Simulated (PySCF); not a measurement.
**Electron correlation in Si⁺ (silicon, charge +1)**

[Ne] 3s1 3p2, high-spin 4P determinant (an excited configuration). Calculation: PySCF 2.14, in dyall-av3z; scalar relativity by spin-free X2C-1e. Frozen: [Ne]; 3 electrons correlated; the 23 highest virtual orbitals of each spin left out.

MP2 pair energies summed by pair of shells (mhartree):

```
 pair  energy  share (%)
3p-3p   -6.18       61.1
3s-3p   -3.93       38.9
```

Total MP2 correlation energy: -10.10 mhartree.

Same-spin part -10.10 and opposite-spin part 0.00 mhartree; SCS-MP2 scales them by 1/3 and 6/5 to -3.37 mhartree.
